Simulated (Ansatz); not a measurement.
Relaxation of CH8GeN2Si (13 atoms, charge 0, multiplicity 1), to a largest force component of 0.02 eV/Å in at most 50 steps.

Computed with Ansatz 0.2.0, RHF/def2-SVP.

```xyz
13
Properties=species:S:1:pos:R:3
N 0.400 1.146 2.099
C -0.247 1.506 0.996
Ge -1.299 0.194 0.033
Si 0.195 -1.548 -0.558
N 1.473 -0.940 -1.565
H 0.904 1.905 2.603
H -0.143 2.521 0.609
H -2.367 -0.319 0.949
H -1.865 0.848 -1.188
H -0.642 -2.545 -1.306
H 0.648 -2.192 0.680
H 1.061 -0.433 -2.345
H 1.903 -0.177 -0.990
```

Where does it end, and by what steps?

The run converged. The force dipped under the threshold on the way, but the program's further checks kept it going. After 23 steps the energy has fallen by 0.710 eV; H7 moved furthest, 1.34 Å.

| step | energy less start (eV) | largest force component (eV/Å) | accepted |
| --- | --- | --- | --- |
| 0 | 0.0000 | 4.366 | yes |
| 1 | -0.3557 | 1.461 | yes |
| 2 | -0.4183 | 2.343 | yes |
| 3 | -0.4765 | 1.478 | yes |
| 4 | -0.5693 | 0.886 | yes |
| 5 | -0.5924 | 0.385 | yes |
| 6 | -0.6058 | 0.669 | yes |
| 7 | -0.6194 | 0.602 | yes |
| 8 | -0.6420 | 0.139 | yes |
| 9 | -0.6526 | 1.166 | yes |
| 10 | -0.6693 | 1.070 | yes |
| 11 | -0.6725 | 1.308 | yes |
| 12 | -0.6475 | 1.481 | no |
| 13 | -0.7040 | 0.142 | yes |
| 14 | -0.7055 | 0.115 | yes |
| 15 | -0.7068 | 0.072 | yes |
| 16 | -0.7086 | 0.047 | yes |
| 17 | -0.7089 | 0.029 | yes |
| 18 | -0.7093 | 0.033 | yes |
| 19 | -0.7095 | 0.041 | yes |
| 20 | -0.7096 | 0.026 | yes |
| 21 | -0.7096 | 0.015 | yes |
| 22 | -0.7096 | 0.058 | no |
| 23 | -0.7097 | 0.014 | yes |

```xyz
13
Properties=species:S:1:pos:R:3
N 0.878 1.339 1.218
C -0.370 1.489 1.169
Ge -1.437 0.224 0.074
Si 0.095 -1.534 -0.563
N 1.543 -0.907 -1.256
H 1.326 2.035 1.799
H -0.866 2.301 1.716
H -2.643 -0.234 0.917
H -2.004 1.020 -1.119
H -0.544 -2.420 -1.567
H 0.362 -2.325 0.662
H 1.662 -0.865 -2.248
H 2.017 -0.159 -0.785
```

Run time: 41 s on 2 threads of Intel(R) Xeon(R) 6975P-C (Granite Rapids), on a shared host, peak memory 0.35 GiB.
